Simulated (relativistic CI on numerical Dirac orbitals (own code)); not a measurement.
**Slater and spin-orbit integrals, Ru IX**

Calculated at this level of theory: Dirac-Coulomb-Breit CI, orbitals from a KLI potential per configuration, model QED (radiative potential, 1s self-energy scaled to tabulated hydrogen-like ionisation energies), unscaled Slater integrals (own radial code, finite nucleus).

Slater integrals F^k, G^k are unscaled and averaged over j, outside the closed core [Ar] 3d10; ζ comes from projecting the Hamiltonian with its Breit term on Σ l·s of the shell.

- 4s2 4p5 4d: ζ(4p) = 21371, F^2(4p,4d) = 91740, G^1(4p,4d) = 116180, G^3(4p,4d) = 72604, ζ(4d) = 1850 cm⁻¹; <r>(4p) = 1.033, <r^2>(4p) = 1.205, <r>(4d) = 1.182, <r^2>(4d) = 1.597 (bohr units).
- 4s 4p6 4d: G^2(4s,4d) = 88238, ζ(4d) = 1869.6 cm⁻¹; <r>(4s) = 0.9654, <r^2>(4s) = 1.048, <r>(4d) = 1.182, <r^2>(4d) = 1.597 (bohr units).
- 4s2 4p5 4f: ζ(4p) = 21652, F^2(4p,4f) = 73273, G^2(4p,4f) = 63882, G^4(4p,4f) = 43434, ζ(4f) = -17.716 cm⁻¹; <r>(4p) = 1.029, <r^2>(4p) = 1.197, <r>(4f) = 1.516, <r^2>(4f) = 2.659 (bohr units).

In this model ζ of a weakly bound d, f or g electron outside closed shells comes out too small, for d by up to a factor of two or three and at times with the wrong sign; that of an outer p electron is too small as well.

Averages of the first 10 configurations, taken without configuration mixing, which lowers the lowest level and can move excited configurations by several eV; other configurations of the list can lie among them:

| Configuration | Parity | States | Average energy above the lowest level (eV) |
| --- | --- | --- | --- |
| 4s2 4p6 | even | 1 | 0.1 |
| 4s2 4p5 4d | odd | 60 | 49.8 |
| 4s 4p6 4d | even | 20 | 88.2 |
| 4s2 4p5 4f | even | 84 | 99.8 |
| 4s 4p6 4f | odd | 28 | 138.6 |
| 4s2 4p5 5s | odd | 12 | 82.3 |
| 4s2 4p5 5p | even | 36 | 93.9 |
| 4s2 4p5 5d | odd | 60 | 111.5 |
| 4s 4p6 5s | even | 4 | 121.6 |
| 4p6 4d2 | even | 45 | 178.5 |
